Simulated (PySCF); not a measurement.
C3H5F3O, SMILES CCOC(F)(F)F. The structure is a stationary point at PBE-D3(BJ)/def2-SVP. Other conformers were not sampled.

Computed equilibrium geometry at PBE-D3(BJ)/def2-SVP (PySCF confirms it by a frequency run) as Cartesian coordinates in Å, and its point group (one conformer of several):
point group Cs.
```xyz
12

C      0.2713     2.7812     0.0000
C     -0.4574     1.4547     0.0000
O      0.5353     0.4040     0.0000
C      0.0647    -0.8566     0.0000
F     -0.7043    -1.1285     1.0884
F     -0.7043    -1.1285    -1.0884
F      1.1067    -1.6944     0.0000
H      0.9121     2.8798    -0.8980
H     -0.4607     3.6126     0.0000
H      0.9121     2.8798     0.8980
H     -1.1002     1.3414     0.8993
H     -1.1002     1.3414    -0.8993
```
